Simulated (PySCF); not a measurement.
BrH₃InNO, SMILES [NH2][In]([OH])[Br]. Atoms are numbered in the order given.

```xyz
7

In     0.5563     0.3770     0.1529
Br    -1.4421    -1.0195    -0.4321
O      0.6675     2.2061    -0.6481
H     -0.0768     2.3774    -1.2429
N      1.8823    -0.2439     1.5654
H      2.8185     0.1464     1.4574
H      1.9594    -1.2576     1.6441
```

Geometry: B3LYP-D3(BJ)/def2-SVP. The structure was generated by enumeration; whether it is a known compound was not checked. The def2 effective core potentials stand for the cores of In; spin–orbit coupling is left out. One conformer was computed; it need not be the lowest.

These are PySCF with ωB97X/def2-TZVP values and carry that method's errors.

ESP charges are fitted to the potential on shells at 1.4 to 2.0 van der Waals radii. Atomic charges (e):

| atom | ESP fit | Mulliken |
|---|---|---|
| In1 | 0.85 | 0.89 |
| Br2 | -0.31 | -0.35 |
| O3 | -0.65 | -0.65 |
| H4 | 0.33 | 0.32 |
| N5 | -0.83 | -0.70 |
| H6 | 0.34 | 0.24 |
| H7 | 0.28 | 0.24 |
